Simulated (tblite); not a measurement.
Compound: C6H4ClSe (charge -1).
Numbering: `[Cl:1][c:2]1[cH:3][cH:4][cH:5][c:6]([Se-:7])[cH:8]1` (hydrogens: H9 on C3; H10 on C4; H11 on C5; H12 on C8)
Bond orders are those of one Lewis drawing.

Computed with GFN2-xTB (tblite), gas phase: L-BFGS steps from a force-field or distance-geometry start until the largest atomic force falls under 0.01 eV/Å.

Step 1: E = -622.0314 eV
```
atom  x, y, z in Å  |  force x, y, z in eV/Å
Cl1    -2.2863   -2.0676    0.2065   -0.167   0.023  -0.004
C2     -1.0234   -0.8760    0.0812   -0.189   0.383   0.085
C3     -1.3653    0.4775    0.0345    0.197  -0.600  -0.055
C4     -0.3458    1.4069   -0.0672   -0.529   0.113   0.126
C5      0.9498    0.9799   -0.0898    0.806  -0.428  -0.109
C6      1.3020   -0.3793   -0.0403    0.665   0.249   0.012
Se7     3.2205   -0.8560   -0.1003   -1.608   0.245   0.061
C8      0.2750   -1.3284    0.0599    0.803   0.499  -0.132
H9     -2.3759    0.8233    0.0594   -0.477  -0.165   0.026
H10    -0.6048    2.4689   -0.1024    0.197  -0.340  -0.014
H11     1.7175    1.7229   -0.1694    0.435   0.067  -0.005
H12     0.5378   -2.3727    0.1018   -0.134  -0.046   0.010
```

Step 2: E = -622.1140 eV
```
atom  x, y, z in Å  |  force x, y, z in eV/Å
Cl1    -2.2897   -2.0665    0.2064   -0.098   0.018  -0.004
C2     -1.0239   -0.8758    0.0835    0.249   0.179   0.040
C3     -1.3681    0.4728    0.0330    0.120  -0.366  -0.024
C4     -0.3481    1.4031   -0.0643   -0.062  -0.035   0.067
C5      0.9592    0.9827   -0.0928    0.305  -0.467  -0.042
C6      1.3275   -0.3754   -0.0403   -0.296   0.190   0.023
Se7     3.1836   -0.8504   -0.0989   -0.953   0.097   0.041
C8      0.2848   -1.3232    0.0575    0.534   0.646  -0.096
H9     -2.3837    0.8183    0.0599   -0.314  -0.196   0.019
H10    -0.6013    2.4638   -0.1028    0.151  -0.274  -0.007
H11     1.7263    1.7221   -0.1693    0.453   0.204  -0.020
H12     0.5346   -2.3721    0.1020   -0.087   0.004   0.003
```

**Question.** Estimate the geometry and energy of step 3. (The exact step hangs on the optimiser's Hessian estimate; all steps are aligned on step 2, rigid shifts and turns removed.)

**Answer.** E = -622.1581 eV, largest force 0.900 eV/Å
```
atom  x, y, z in Å  |  force x, y, z in eV/Å
Cl1    -2.2942   -2.0650    0.2061    0.076   0.047  -0.009
C2     -1.0153   -0.8765    0.0863    0.160   0.140  -0.004
C3     -1.3714    0.4660    0.0313    0.148  -0.105   0.011
C4     -0.3449    1.3956   -0.0606   -0.009  -0.083   0.005
C5      0.9675    0.9802   -0.0960    0.181   0.113  -0.011
C6      1.3426   -0.3690   -0.0399   -0.871   0.228   0.007
Se7     3.1348   -0.8442   -0.0969    0.071  -0.151   0.010
C8      0.2997   -1.3069    0.0538    0.052  -0.067   0.006
H9     -2.3950    0.8091    0.0608   -0.060  -0.240   0.008
H10    -0.5956    2.4550   -0.1033    0.125  -0.214   0.001
H11     1.7430    1.7254   -0.1697    0.166   0.030  -0.006
H12     0.5300   -2.3704    0.1021   -0.036   0.301  -0.019
```

The energy changes by -0.0441 eV. The first-order estimate −F·Δx gives -0.0890 eV and the mean of the old and new forces, exact on a quadratic surface, -0.0423 eV. The step makes an angle of 35° with the force vector and moves no atom by more than 0.049 Å.

The cost below is that of the whole relaxation. The run took 0.14 s on one thread of an Arm Neoverse V1, shared host.
